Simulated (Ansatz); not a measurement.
Consider the redistribution: `B[Se]CC` + `CBS[SiH2]C` → `CC[Se][SiH2]C` + `BSBC`.

Computed with Ansatz on PBE0-D4/def2-TZVP structures; ΔE is electronic, products minus reactants. CCSD(T)/CBS adds triple-zeta CCSD(T) − MP2 to the extrapolated MP2 energy (def2 sets, frozen cores). DFT in def2-TZVPP. For Se outer-core shells are correlated without core-valence functions, which leaves a few kJ/mol of doubt a bond. Scalar relativity is left out up to krypton. One conformer a species, not always the lowest.

`B[Se]CC`:

Z-matrix (Å, degrees):
```
C
Se 1 1.963
C 1 1.512 2 112.7
H 1 1.091 2 105.3 3 121.9
H 1 1.090 2 106.6 3 -123.3
B 2 1.886 1 101.6 3 81.9
H 3 1.092 1 111.4 2 58.1
H 3 1.094 1 110.3 2 178.0
H 3 1.092 1 111.0 2 -62.2
H 6 1.194 2 120.3 1 1.3
H 6 1.192 2 116.8 1 -179.0
```

`CBS[SiH2]C`:

Z-matrix (Å, degrees):
```
C
B 1 1.557
H 1 1.097 2 109.6
H 1 1.091 2 115.0 3 -122.8
H 1 1.097 2 109.4 3 114.8
S 2 1.790 1 120.8 3 123.6
H 2 1.200 1 120.5 3 -56.7
Si 6 2.155 2 99.8 1 -179.2
C 8 1.863 6 111.3 2 68.9
H 8 1.485 6 108.9 2 -53.9
H 8 1.486 6 105.5 2 -170.8
H 9 1.093 8 110.4 6 178.8
H 9 1.092 8 110.7 6 58.7
H 9 1.092 8 110.5 6 -61.4
```

`CC[Se][SiH2]C`:

Z-matrix (Å, degrees):
```
C
C 1 1.512
H 1 1.092 2 111.5
H 1 1.092 2 111.1 3 -120.2
H 1 1.095 2 110.2 3 119.8
Se 2 1.969 1 113.8 3 62.8
H 2 1.091 1 111.5 3 180.0
H 2 1.091 1 112.1 3 -59.3
Si 6 2.273 2 97.8 1 -74.5
C 9 1.866 6 108.0 2 -170.2
H 9 1.491 6 108.3 2 -49.1
H 9 1.490 6 111.5 2 68.6
H 10 1.092 9 110.7 6 -60.0
H 10 1.093 9 110.2 6 -179.6
H 10 1.092 9 110.8 6 60.3
```

`BSBC`:

Z-matrix (Å, degrees):
```
C
B 1 1.552
H 1 1.097 2 109.5
H 1 1.097 2 109.0 3 -114.1
H 1 1.091 2 115.5 3 123.3
S 2 1.815 1 120.6 3 -124.7
H 2 1.195 1 122.0 3 55.5
B 6 1.789 2 103.7 1 -179.7
H 8 1.191 6 120.3 2 -0.0
H 8 1.192 6 117.2 2 179.9
```

```
             level  ΔE (kJ/mol)
            PBE-D4         25.8
SCS-MP2/def2-QZVPP         20.1
```

What does CCSD(T)/CBS give? (An estimate is asked.)

Computed: +22.2 kJ/mol. The listed levels differ from it by 3.6, -2.1 kJ/mol.

Largest T1 diagnostic among the species: 0.013.

In def2-TZVPP, CCSD(T) changes the Hartree–Fock value by +13.8 kJ/mol (the triples alone add +2.3 kJ/mol) and MP2 by +13.0 kJ/mol. From PBE to PBE0 (25 % exact exchange), in def2-TZVPP and without D4, ΔE moves by −3.8 kJ/mol.
